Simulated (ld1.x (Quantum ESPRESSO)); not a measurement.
lead: excitation energies, all-electron against ultrasoft

- Element: Pb
- Generator: ld1.x (Quantum ESPRESSO) 7.5
- Type: ultrasoft
- Functional: PBE
- Relativity: scalar-relativistic
- Frozen core: [Xe] 4f14 5d10
- Valence charge: 4
- Reference configuration: 6s2 6p2
- Partial waves: 6s (bound): rcut 1.95, rcutus 2.15 bohr; 6s channel at 0.35 Ry: rcut 1.95, rcutus 2.15 bohr; 6p (bound): rcut 1.90, rcutus 2.65 bohr; 6p channel at 0.5 Ry: rcut 1.90, rcutus 2.65 bohr
- Local potential: all-electron potential smoothed inside 2.15 bohr (lloc = -1)
- Core correction: none
- Augmentation charge: PSQ, radius 2.00 bohr

Energies are relative to the spin-unpolarised reference configuration 6s2 6p2; without spin polarisation the order of configurations can differ from experiment.

| valence configuration | charge | ΔE all-electron (eV) | error AE − PS (meV) |
| --- | --- | --- | --- |
| 6s2 6p1 | +1 | 6.575 | +16 |
| 6s2 6p0 | +2 | 20.020 | +151 |
| 6s1 6p0 | +3 | 52.430 | +146 |
| 6s2 6p2.3 | -0.3 | -0.799 | +1.1 |
| 6s1 6p3 | 0 | 8.736 | +59 |

Question: What are ΔE and the potential's error for 6s0 6p4?

Answer: ΔE = 17.835 eV all-electron; the error (AE − PS) is +236 meV.

Question: What are ΔE and the potential's error for 6s1 6p2?

Answer: ΔE = 16.103 eV all-electron; the error (AE − PS) is +4.5 meV.

Note: ghost state, extra bound levels that the all-electron valence spectrum of the same l lacks: d at -0.77 eV. A true bound ghost makes a file unfit for plane-wave use.
